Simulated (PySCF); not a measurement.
**Electronic structure of W⁺ (tungsten, charge +1) at the UHF level**

Configuration: [Xe] 4f14 5d4 6s1, high-spin 6D determinant. All numbers are calculated (PySCF 2.14, the spin-free X2C one-electron Hamiltonian (Gaussian nucleus), in ANO-RCC-VTZP (8s7p5d3f2g1h, 104 functions)).

```
Total energy                                                  : -16137.439557 hartree
One-electron energy                                           : -22131.8592 hartree
Hartree (Coulomb) energy                                      : 6318.1408 hartree
Exchange energy                                               : -323.7213 hartree
⟨S²⟩                                                          : 8.7576
⟨L²⟩                                                          : 6.021
Sum of ⟨r⟩                                                    : 41.74 bohr
Sum of ⟨r²⟩                                                   : 53.47 bohr²
Traceless quadrupole moment −½Σ⟨3z² − r²⟩ along its main axis : -1.14 e·bohr²
Langevin diamagnetic susceptibility                           : -42.3 ×10⁻⁶ cm³/mol
```

```
shell  electrons  mean orbital energy (hartree)  spread (hartree)  rms radius, mean of both spins (bohr)
 1s α          1                    -2568.34034                 0                                 0.0208
 1s β          1                    -2568.34003                 0                                 0.0208
 2s α          1                     -448.70429                 0                                 0.0838
 2s β          1                     -448.69167                 0                                 0.0838
 2p α          3                     -393.57730           0.00034                                 0.0763
 2p β          3                     -393.56574           0.00314                                 0.0763
 3s α          1                     -105.82786                 0                                  0.214
 3s β          1                     -105.82562                 0                                  0.214
 3p α          3                      -89.13597           0.00460                                  0.216
 3p β          3                      -89.13509           0.00558                                  0.216
 3d α          5                      -69.26435           0.00777                                  0.197
 3d β          5                      -69.25677           0.00581                                  0.197
 4s α          1                      -23.23911                 0                                  0.478
 4s β          1                      -23.22434                 0                                  0.478
 4p α          3                      -17.64129           0.00738                                  0.509
 4p β          3                      -17.62858           0.01256                                  0.509
 4d α          5                      -10.29525           0.01896                                  0.551
 4d β          5                      -10.27428           0.01598                                  0.551
 5s α          1                       -3.78854                 0                                   1.15
 5s β          1                       -3.63286                 0                                   1.15
 5p α          3                       -2.32814           0.02607                                   1.28
 4f α          7                       -2.11095           0.00835                                  0.714
 5p β          3                       -2.09920           0.05278                                   1.28
 4f β          7                       -2.09370           0.01447                                  0.714
 5d α          4                       -0.65605           0.04100                                   2.10
 6s α          1                       -0.56161                 0                                   3.22
```

Spin-orbit coupling, absent here, splits the open shell strongly.

Densities and radii are taken from the X2C orbitals without a picture-change correction, which distorts them close to the nucleus.

Spin-orbit constants ζ (cm⁻¹) from the X2C one-electron operator on these orbitals: bare nucleus, nucleus screened by l(l+1)(2l+1)/3 electrons, and screened by the Breit-Pauli mean field of the electrons.

| shell | bare | screened nucleus | mean field |
| --- | --- | --- | --- |
| 2p | 6868000 | 6683000 | n/a |
| 3p | 1501000 | 1460000 | n/a |
| 3d | 233400 | 201800 | n/a |
| 4p | 341900 | 332600 | n/a |
| 4d | 45880 | 39680 | n/a |
| 4f | 8130 | 5054 | n/a |
| 5p | 44260 | 43070 | n/a |
| 5d | 2874 | 2486 | n/a |

To first order the Landé constant is A = 497.2 cm⁻¹, so the lowest level has J = 1/2 and lies 0.431 eV below the centre of the term. This holds in LS coupling only.
